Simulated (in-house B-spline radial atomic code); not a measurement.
Cr⁺. Computed with a B-spline radial atomic code. Model: all-electron spherical atom, spin shells full or empty, radial basis limit, no spin-orbit coupling, Breit or QED, empty-state partial waves extrapolated as (l+1/2)^-4, RPA, G0W0 and static COHSEX of the highest shell as one setting changes (uncorrelated shells keep exact exchange).

Given: element Cr; charge 1; filled core Ar; hamiltonian one-electron scalar X2C; mean-field start Hartree-Fock; highest l of empty states 9; nuclear rms radius 3.6452 fm; highest mean-field shell 3d up.

Shell: 3d 5 0 (electrons up and down).

```tsv
lowest nl shells left uncorrelated	RPA correlation energy (hartree)	G0W0 level (eV)	G0W0 minus most complete (meV)	COHSEX level (eV)	linearised minus solved G0W0 (meV)
0	-1.3884	-16.973	0	-19.555	-0.5
1	?	?	?	?	?
2	-1.095	-16.953	20.8	-19.528	-0.5
3	-0.68111	-16.881	92.3	-19.472	-0.6
4	?	?	?	?	?
5	-0.13901	-16.764	209	-18.425	-1
```

(1) What follows for lowest nl shells left uncorrelated = 1?

(2) What follows for lowest nl shells left uncorrelated = 4?

## Answers

(1) RPA correlation energy -1.249 hartree; G0W0 level -16.973 eV; G0W0 minus most complete 0.2 meV; COHSEX level -19.555 eV; linearised minus solved G0W0 -0.5 meV.

(2) RPA correlation energy -0.5351 hartree; G0W0 level -16.859 eV; G0W0 minus most complete 114.5 meV; COHSEX level -19.304 eV; linearised minus solved G0W0 -0.7 meV.
